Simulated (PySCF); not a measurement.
Compound: C₅H₆ClF (charge +1 and doublet state).
Numbering: `[CH2+:1][C:2]1[C@@H:3]([CH3:4])[C@:5]1([F:6])[Cl:7]` (hydrogens: H8, H9 on C1; H10 on C3; H11, H12, H13 on C4)

Structure used (GFN2-xTB), in Å, numbered top down from 1:
```xyz
13
C5H6ClF angstrom
C      1.716   -0.169   -1.213
C      0.691    0.193   -0.517
C     -0.682    0.358   -0.085
C     -1.518   -0.833    0.299
C      0.396    0.828    0.898
F      0.686    0.045    1.929
Cl     0.801    2.469    1.156
H      1.591   -0.650   -2.178
H      2.745   -0.025   -0.910
H     -1.228    1.181   -0.543
H     -1.997   -1.220   -0.601
H     -2.280   -0.539    1.017
H     -0.924   -1.637    0.730
```

Method: UKS B3LYP, pcH-1 on C Cl F H, non-relativistic, mean-field spin-orbit, GIAO in PySCF 2.14.0. Isolated species at its GFN2-xTB geometry (one conformer only). A GFN2-xTB geometry isn't a minimum of the functional, and hyperfine couplings can be far from their values at a DFT geometry, by a factor of two or more for some ions and for spin on atoms past the first row. No stability test was run, so a lower SCF solution isn't excluded.

Give the principal g shifts and their parts.

```tsv
Δg (ppt)	1	2	3
relativistic mass correction	-0.24	-0.24	-0.24
gauge correction	-0.01	0.01	0.05
orbital Zeeman/spin–orbit	-0.08	15.38	29.60
total	-0.33	15.15	29.41
```

So g = 2.00199, 2.01747, 2.03173 and g_iso = 2.01706; the tensor is rhombic: the two nearest values differ by 48 % of g3 − g1. Axes: g1 points within 9° of the C2–C3 bond.

How much does each term add to the isotropic shift?

The orbital-Zeeman/spin–orbit term 14.96, the mass correction -0.24 and the gauge correction 0.02 ppt, for a total of 14.74 ppt. The orbital-Zeeman/spin–orbit term is the largest in size. The mass correction is the same along every axis, so the anisotropy comes from the other two: their spans along these axes are 0.06 (gauge) and 29.68 ppt (orbital Zeeman/spin–orbit).

At 9.79 GHz, how far is the centre of the isotropic spectrum from where a free electron (g = 2.002319) resonates?

B = hν/(g μB) with μB/h = 13.99624 MHz/mT gives 349.33 mT for the free electron and 346.78 mT at g_iso, 2.55 mT lower.

What effective moment and Curie constant follow for a powder?

With the mean of g² = 4.0687 and S(S+1) = 0.75: μ_eff = √(⟨g²⟩S(S+1)) = 1.747 μB and χT = 0.12505·⟨g²⟩·S(S+1) = 0.382 cm³ K/mol (cgs; spin-Hamiltonian part alone).

In a frozen sample, at which fields do the three g values resonate at 9.5, 34, 94 and 263 GHz (hyperfine left aside), and which band first spreads them over more than twice a line width of 1.0 mT?

```csv
band,GHz,B(g3) mT,B(g2) mT,B(g1) mT,spread mT
X,9.5,334.08,336.44,339.04,4.96
Q,34.0,1195.64,1204.10,1213.40,17.76
W,94.0,3305.60,3328.97,3354.71,49.10
J,263.0,9248.66,9314.04,9386.04,137.38
```

The spread grows in proportion to the frequency. X band is the first where it exceeds 2.0 mT.

The largest Mulliken spin populations are on C5 (+0.27), C2 (+0.25), Cl7 (+0.23) and F6 (+0.08). Three atoms exceed +0.15.

The HOMO–LUMO gaps are 7.20 eV among the α and 2.39 eV among the β orbitals.
